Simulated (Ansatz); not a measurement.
One change: `O[BH][SbH2]` becomes `N[BH][SbH2]`.

Ansatz, PBE0-D4/def2-TZVP geometries, multiplicity 1. Each molecule was computed in one conformer, which needn't be the lowest.

Elements past krypton have def2 core potentials.

```json
{"property": "size of the dipole moment (PBE/def2-TZVPP) / D", "`O[BH][SbH2]`": "1.06"}
{"property": "HOMO energy (PBE0/def2-TZVPP) / eV", "`O[BH][SbH2]`": "-6.95"}
{"property": "HOMO energy (PBE/def2-TZVPP) / eV", "`O[BH][SbH2]`": "-5.90"}
{"property": "ideal-gas entropy at 298 K and 1 bar (rigid rotor, harmonic PBE0-D4/def2-TZVP) / J/(mol·K)", "`O[BH][SbH2]`": "310"}
{"property": "size of the dipole moment (B3LYP/def2-TZVPP) / D", "`O[BH][SbH2]`": "1.00"}
{"property": "HOMO–LUMO gap (PBE/def2-TZVPP) / eV", "`O[BH][SbH2]`": "4.06"}
```

Problem. What does the change do to each property? (Estimate.)

Solution. Ansatz gave: 
```json
{"property": "size of the dipole moment (PBE/def2-TZVPP) / D", "`N[BH][SbH2]`": "2.55", "shift": "1.49"}
{"property": "HOMO energy (PBE0/def2-TZVPP) / eV", "`N[BH][SbH2]`": "-6.69", "shift": "0.26"}
{"property": "HOMO energy (PBE/def2-TZVPP) / eV", "`N[BH][SbH2]`": "-5.69", "shift": "0.21"}
{"property": "ideal-gas entropy at 298 K and 1 bar (rigid rotor, harmonic PBE0-D4/def2-TZVP) / J/(mol·K)", "`N[BH][SbH2]`": "312", "shift": "2"}
{"property": "size of the dipole moment (B3LYP/def2-TZVPP) / D", "`N[BH][SbH2]`": "2.48", "shift": "1.48"}
{"property": "HOMO–LUMO gap (PBE/def2-TZVPP) / eV", "`N[BH][SbH2]`": "4.42", "shift": "0.36"}
```

With PBE0 the HOMO rises by 0.26 eV and the LUMO rises by 0.54 eV, so the gap widens by about 0.28 eV. PBE moves the HOMO by 0.21 eV and ωB97M-V by 0.26 eV. The zero-point energy changes by 33.3 kJ/mol with +3 modes. Dipoles are sizes alone; their direction can turn.

B3LYP here is the variant with VWN-RPA as its local correlation; programs differ in this.

Spin–orbit coupling is left out; it splits and shifts lone-pair levels of the heavy atoms by tenths of an eV.
